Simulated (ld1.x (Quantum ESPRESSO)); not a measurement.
The numbers below are computed, except where a source is named.
## Pseudopotentials across the periodic table

Generated with ld1.x 7.5 (TM, RRKJ, ultrasoft, PAW), atompaw 4.2 or ONCVPSP 4.0.1. The cutoff is in Ry: for ld1.x and atompaw files where the sum of valence levels is converged to 10 mRy in a Bessel basis, for ONCV files where the hardest occupied wave has 1 mHa per electron of residual kinetic energy. The error is the largest all-electron minus pseudo excitation energy over each file’s own four to seven test configurations (ionisations up to +4, promotions, holes and added fractions of an electron), all of which were solved. The labels leave out finer settings (local radius, basis sizes, second energies), which also bear on the numbers. Spin-polarised tests are not counted. The rows are a selection from randomly drawn settings: files with unsolved tests, undetermined cutoffs or missed reference levels are left out.

A true bound ghost makes a file unfit for plane-wave use even where its test errors are small: the radial tests pick states by their node count and pass the ghost by.

| element | potential | cutoff (Ry) | largest error (meV) | bound ghosts |
| --- | --- | --- | --- | --- |
| Ni | PAW, PW91, scalar-relativistic, rc 1.85/1.10/1.25 (spd), local smoothed, core correction yes, reference 3p6 3d8 4s0 4p0 | 100 | -184 | s |
| Cu | PAW, PBEsol, scalar-relativistic, rc 2.00/1.15/1.70 (spd), local smoothed, core correction yes, reference 3p6 3d10 4s1 4p0 | 70 | -88 | none |
| Ge | TM, LDA (PZ), scalar-relativistic, rc 1.62/2.50 (sp), local p, core correction yes, reference 4s1.5 4p2.5 | 18 | -242 | s |
| Kr | PAW, BP86, scalar-relativistic, rc 1.20/1.70 (sp), local smoothed, core correction yes, reference 4s2 4p6 | 30 | -173 | s, d |

Problem. Fill in the row for P: TM, LDA (PZ), non-relativistic, rc 1.55/1.35/1.70 (spd), local s, core correction yes, reference 3s1.75 3p3.25.

Solution. cutoff 50 Ry, largest error +135 meV, bound ghosts: none.
